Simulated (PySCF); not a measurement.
## Excitation energy of Nb²⁺ by level of theory

Nb²⁺ [Kr] 4d3 (4F) → Nb²⁺ [Kr] 4d2 5s1, s spin flipped, as a difference of total energies. Calculation: PySCF 2.14, in x2c-TZVPPall with one added diffuse shell each of s, p, d, f type (9s7p7d3f1g, 95 functions); scalar relativity by spin-free X2C-1e. Correlated levels: valence and next inner shell: [Ar] 3d10 frozen. The calculations carry no spin-orbit coupling.

```csv
method,excitation energy (eV)
UHF,3.854
MP2 (valence and next inner shell),3.719
SCS-MP2 (valence and next inner shell),3.573
```

How much does correlation contribute at MP2 (valence and next inner shell)?

3.719 − (3.854) = -0.135 eV, measured against UHF.

The upper determinant mixes two multiplicities, so it lies between the two terms.
